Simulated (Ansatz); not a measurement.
K₃Br₃⁻. Total charge -1; doublet. Geometry PBE-D4/def2-SVPD, basis def2-TZVPD, Ansatz.

| atom | x (Å) | y (Å) | z (Å) |
| --- | --- | --- | --- |
| K1 | 0.7355 | -0.0689 | 2.3809 |
| K2 | -2.2813 | -0.8559 | -0.5145 |
| K3 | 1.7585 | -0.3214 | -1.7453 |
| Br4 | -0.9802 | -0.0510 | -3.2485 |
| Br5 | -2.3814 | 0.2612 | 2.4120 |
| Br6 | 3.1490 | 1.0361 | 0.7153 |

```tsv
run	HOMO (eV)	LUMO (eV)
A	-0.76	2.42
B	0.20	1.21
C	0.52	1.08
D	0.12	1.46
E	0.46	0.92
```

B3LYP takes the VWN-RPA correlation. Another isomer (doublet) lies 0.25 eV lower at PBE0-D4/def2-TZVPD; other spin states weren't run for this one.

HOMO and LUMO are taken over both spins.

Q: The runs used B3LYP, HF, PBE, PBE0, r2SCAN. Estimate which is which.

A: A HF (100 % exact exchange); B B3LYP (20 % exact exchange); C r2SCAN (0 % exact exchange); D PBE0 (25 % exact exchange); E PBE (0 % exact exchange). Exact exchange lowers occupied and raises empty levels; among semilocal functionals meta-GGAs tend to open the gap a little, and such runs are hard to tell apart. The gap grows from 0.47 eV (PBE) to 3.18 eV (HF). At B3LYP-D4/def2-TZVPD, r2SCAN-D4/def2-TZVPD, PBE0-D4/def2-TZVPD, PBE-D4/def2-TZVPD the highest occupied level of the charge -1 doublet lies above zero (up to 0.52 eV). It is a level of α spin, whose loss leaves a singlet; that state wasn't run at this geometry and level. The electron is either unbound and held by the finite basis, or the level is raised by self-interaction error.
